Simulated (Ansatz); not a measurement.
`[SiH3][CH2][InH2]` → `[CH2][SiH3]`• + `[InH2]`•  (homolysis of the C–In bond)

Gas-phase electronic energies from Ansatz, PBE0-D4/def2-TZVP geometries. CBS: MP2 limit from def2 TZ/QZ plus the TZ coupled-cluster correction, frozen cores. Functionals use def2-TZVPP. B3LYP here is the variant with VWN-RPA as its local correlation; programs differ in this. HSE06 is defined as in plane-wave codes. Open shells (•) are unrestricted, without spin–orbit coupling. def2 core potentials past Kr. For In outer-core shells are correlated without core-valence functions, which leaves a few kJ/mol of doubt a bond.

| level | ΔE (kcal/mol) | difference from CCSD(T)/CBS |
| --- | --- | --- |
| LDA (SPW92) | 78.2 | 7.2 |
| PBE-D4 | 65.6 | -5.4 |
| revPBE-D4 | 62.5 | -8.5 |
| BLYP-D4 | 60.7 | -10.3 |
| r2SCAN-D4 | 61.6 | -9.4 |
| PBE0-D4 | 65.4 | -5.6 |
| B3LYP-D4 | 62.2 | -8.8 |
| r2SCANh-D4 | 61.5 | -9.5 |
| r2SCAN0-D4 | 61.3 | -9.7 |
| HSE06-D4 | 65.4 | -5.6 |
| BHLYP-D4 | 61.7 | -9.3 |
| CAM-B3LYP-D4 | 64.1 | -6.9 |
| ωB97X-V | 69.1 | -1.9 |
| ωB97M-V | 68.2 | -2.8 |
| B2PLYP | 64.0 | -7.0 |
| PBE | 63.7 | -7.3 |
| BLYP | 57.0 | -14.0 |
| r2SCAN | 61.1 | -9.9 |
| PBE0 | 63.8 | -7.2 |
| B3LYP | 59.1 | -11.9 |
| r2SCAN0 | 60.7 | -10.3 |
| HSE06 | 63.8 | -7.2 |
| BHLYP | 58.6 | -12.4 |
| CAM-B3LYP | 62.3 | -8.7 |
| LC-ωPBE | 65.6 | -5.4 |
| RPA@PBE/def2-TZVPP | 65.7 | -5.3 |
| HF/def2-SVP | 39.5 | -31.5 |
| MP2/def2-SVP | 67.7 | -3.3 |
| CCSD/def2-SVP | 62.0 | -9.0 |
| CCSD(T)/def2-SVP | 63.9 | -7.1 |
| HF/def2-TZVPP | 39.0 | -32.0 |
| MP2/def2-TZVPP | 73.1 | 2.1 |
| SCS-MP2/def2-TZVPP | 70.5 | -0.5 |
| CCSD/def2-TZVPP | 65.3 | -5.7 |
| CCSD(T)/def2-TZVPP | 68.2 | -2.8 |
| HF/def2-QZVPP | 39.1 | -31.9 |
| MP2/def2-QZVPP | 74.8 | 3.8 |
| SCS-MP2/def2-QZVPP | 72.3 | 1.3 |
| MP2/CBS(def2) | 76.0 | 5.0 |
| CCSD/CBS(def2) | 68.2 | -2.8 |
| CCSD(T)/CBS | 71.0 | 0 |

Largest T1 diagnostic among the species: 0.018.

Leaving LDA and LC-ωPBE aside and taking each functional with its dispersion term where it has one, the values spread over 8.3 kcal/mol, from BLYP-D4 to ωB97X-V. LDA lies +14.4 kcal/mol from PBE without D4, its usual overbinding. At CCSD(T), def2-SVP lies −7.1 kcal/mol from the extrapolated value and def2-TZVPP −2.8 kcal/mol: correlation converges slowly with the basis, and small sets miss more of it in the bonded molecule than in its fragments.
